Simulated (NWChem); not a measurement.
# tin monoxide (SnO, singlet); SMILES [O]=[Sn]

```xyz
2

Sn     0.0000     0.0000     0.2662
O      0.0000     0.0000    -1.5723
```
Atoms are numbered in this order, from 1.

Level: PBE0/def2-SVP with def2 effective core potentials on Sn (NWChem), optimised geometry, unscaled harmonic frequencies. Low-valent species are run as closed-shell singlets; no triplet was tried in these runs. def2 effective core potentials on Sn; no spin-orbit coupling.

```json
[
 {"frequency (cm⁻¹)": "859", "IR intensity (km/mol)": "39.7"}
]
```

- zero-point energy: 1.2 kcal/mol
- thermal correction to the enthalpy at 298.15 K (with zero-point energy): 3.3 kcal/mol
- heat capacity Cv: 5.5 cal/(mol K)
- entropy at 298.15 K and 1 atm (symmetry number 1): 55.4 cal/(mol K)

Rigid rotor and harmonic oscillator.
